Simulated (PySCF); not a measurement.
Si(Me)2 (C2H6Si), SMILES C[Si]C (connectivity only; charge and spin as stated), neutral, multiplicity 1. Heavy atoms are numbered as in [Si:1]([CH3:2])[CH3:6]. Hydrogens are named by the atom that carries them.

Coordinates come from a TPSSh-D3(BJ)/def2-TZVP optimisation. The isomer is the one that the SMILES or the coordinates give; other isomers of the formula were not compared.

Computed with B3LYP/pcSseg-1 (PySCF).

GIAO shieldings, no solvent; atoms alike by connectivity are averaged. δ = σ(ref) − σ: ²⁹Si against TMS (σ = 338.7 ppm); ¹³C against TMS (σ = 181.3 ppm); ¹H against TMS (σ = 31.68 ppm), references at their B3LYP-D3(BJ)/def2-TZVP geometries, non-relativistic.

```json
[
 {"nucleus": "²⁹Si", "atoms": "Si1", "count": "1", "δ (ppm)": "797.5"},
 {"nucleus": "¹³C", "atoms": "C2 (CH3)", "count": "2", "δ (ppm)": "43.1"},
 {"nucleus": "¹H", "atoms": "H on C2", "count": "6", "δ (ppm)": "1.84"}
]
```
